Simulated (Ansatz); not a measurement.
Calculated with Ansatz (gas phase, PBE0-D4/def2-TZVP geometries, no zero-point term in ΔE). CCSD(T)/CBS is the MP2 limit (def2-TZVPP, def2-QZVPP) plus CCSD(T) − MP2 in def2-TZVPP, frozen cores. This one scheme is used for every species. Functionals use def2-TZVPP. Elements past krypton have def2 core potentials. For Sn outer-core shells are correlated without core-valence functions, which leaves a few kJ/mol of doubt a bond. Each species was taken in one conformer, which may not be the lowest.

`[CH3][SnH]([OH])[AlH2]` + H₂S → `[CH3][SnH]([OH])[SH]` + `[AlH3]`  (cleavage of the Sn–Al bond)

```tsv
species	PBE0 energy (Eh)
`[CH3][SnH]([OH])[AlH2]`	-574.08155
H₂S	-399.26243
`[CH3][SnH]([OH])[SH]`	-729.27552
`[AlH3]`	-244.07917
```

Question: Work out ΔE.

Answer: ΔE = (-729.27552) + (-244.07917) − (-574.08155) − (-399.26243) = -0.01071 Eh = -28.1 kJ/mol. CCSD(T)/CBS gives -35.0 kJ/mol.

Largest T1 diagnostic among the species: 0.013.

In def2-TZVPP, CCSD(T) changes the Hartree–Fock value by +9.6 kJ/mol (the triples alone add −0.8 kJ/mol) and MP2 by +3.2 kJ/mol. The D4 term adds −3.0 kJ/mol with B3LYP and −1.5 kJ/mol with PBE0; it sums over pairs of atoms, weighted by their polarisabilities, and B3LYP, whose exchange is more repulsive, gets the larger term.

B3LYP here is the variant with VWN-RPA as its local correlation; programs differ in this.
